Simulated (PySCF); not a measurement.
## Ionisation of isophosphinoline

Molecule: `c1ccc2cpccc2c1` (C9H7P). Non-hydrogen atoms are numbered in `[cH:1]1[cH:2][cH:3][c:4]2[cH:5][p:6][cH:7][cH:8][c:9]2[cH:10]1`. These are map numbers, not IUPAC locants.

These are calculated values, ωB97X-D3(BJ)/ma-def2-SVP in PySCF (grid level 2) at geometries from PBE0-D3(BJ)/def2-SVP. The prefix ma- adds one diffuse s and one diffuse p function on all atoms but H. ωB97X-D3(BJ) is ωB97X-V with D3(BJ) in place of VV10. Thermal corrections: PBE0-D3(BJ)/def2-SVP frequencies, unscaled, ideal gas at 298.15 K and 1 bar, quasi-RRHO entropy.

Frontier levels of the parent: HOMO -8.58 eV, LUMO -0.11 eV.

Oxidation to the radical cation:
```
Vertical ionisation energy (electronic)              : 8.35 eV
Adiabatic ionisation energy (with zero-point energy) : 8.22 eV
Adiabatic, electronic part                           : 8.24 eV
Vertical gap at the product's structure              : 8.11 eV
Inner reorganisation energy (four-point)             : 243 meV
Relaxation of product / of parent                    : 112 / 130 meV
⟨S²⟩ of the product                                  : 0.791
Largest spin populations                             : C3 0.29, P6 0.26, C5 0.23, C8 0.21
Largest changes of atomic charge                     : P6 0.24, C5 0.11, C3 0.11, C8 0.09
Distances that move most (Å)                         : C5–P6 1.712 → 1.771; C1–C10 1.375 → 1.407; P6–C7 1.762 → 1.738; C1–C2 1.413 → 1.393
Potential in acetonitrile                            : 6.26 V absolute (solvation -17 → -204 kJ/mol)
```

Solvents are IEF-PCM continua (electrostatics only, gas-phase structures); absolute potentials refer to an electron at rest in vacuum.

Measured values (NIST Chemistry WebBook, evaluated or the median of agreeing entries): adiabatic ionisation energy 8.04 eV (computed 8.22, difference 0.18).

Caveats: ma-def2-SVP is a small basis, whose errors can reach tens of kJ/mol.

Structures, frequencies and single points took 75 min of wall time on 1 thread of Arm Neoverse V1 (shared host), launched as `OMP_NUM_THREADS=1 python redox_run.py task.json out`.
